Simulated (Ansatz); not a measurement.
Program: Ansatz. Geometries: PBE0-D4/def2-TZVP. ΔE: electronic, gas phase. CCSD(T)/CBS is the MP2 limit (def2-TZVPP, def2-QZVPP) plus CCSD(T) − MP2 in def2-TZVPP, frozen cores. This one scheme is used for every species, atoms too. DFT in def2-TZVPP. B3LYP here is the variant with VWN-RPA as its local correlation; programs differ in this. No spin–orbit coupling; open shells (•) take unrestricted orbitals. Spin–orbit coupling would lower the free atoms: a little for C, Cl, F, O; clearly for Ga. Bonds to Ga are less sure, by a few kJ/mol each and by 10 to 20 or more in all where they break to atoms, as the def2 sets lack core-valence functions. Scalar relativity is left out up to krypton.

Consider the atomization: `[F][Ga-]1([Cl])[O]C=CC=[O+]1` → 3 C• + Cl• + F• + Ga• + 3 H• + 2 O•.

| level | ΔE (kJ/mol) | difference from CCSD(T)/CBS |
| --- | --- | --- |
| r2SCAN-D4 | 4808.2 | 58.6 |
| B3LYP-D4 | 4721.5 | -28.1 |
| r2SCANh-D4 | 4753.7 | 4.1 |
| CAM-B3LYP-D4 | 4759.3 | 9.7 |
| PBE-QIDH | 4751.5 | 1.9 |
| PBE | 4895.9 | 146.3 |
| PBE0 | 4753.5 | 3.9 |
| r2SCANh | 4744.6 | -5.0 |
| BHLYP | 4480.8 | -268.8 |
| MP2/def2-SVP | 4701.9 | -47.7 |
| CCSD/def2-SVP | 4460.2 | -289.4 |
| HF/def2-TZVPP | 3356.8 | -1392.8 |
| SCS-MP2/def2-TZVPP | 4718.7 | -30.9 |
| CCSD(T)/def2-TZVPP | 4633.2 | -116.4 |
| SCS-MP2/def2-QZVPP | 4797.5 | 47.9 |
| MP2/CBS(def2) | 4942.2 | 192.6 |
| CCSD(T)/CBS | 4749.6 | 0 |

Largest T1 diagnostic among the species: 0.017.

From BLYP to BHLYP (50 % exact exchange), in def2-TZVPP and without D4, ΔE moves by −203.6 kJ/mol: exact exchange takes away binding that semilocal exchange gives to molecules. The D4 term adds +54.8 kJ/mol with B3LYP and +29.0 kJ/mol with PBE0; it sums over pairs of atoms, weighted by their polarisabilities, and B3LYP, whose exchange is more repulsive, gets the larger term.

For atomizations the MP2-based limit and the directly extrapolated one differ by several kJ/mol either way, and by 10 to 25 for some Ge, Se and Sn compounds, so smaller differences from it don't rank the levels.
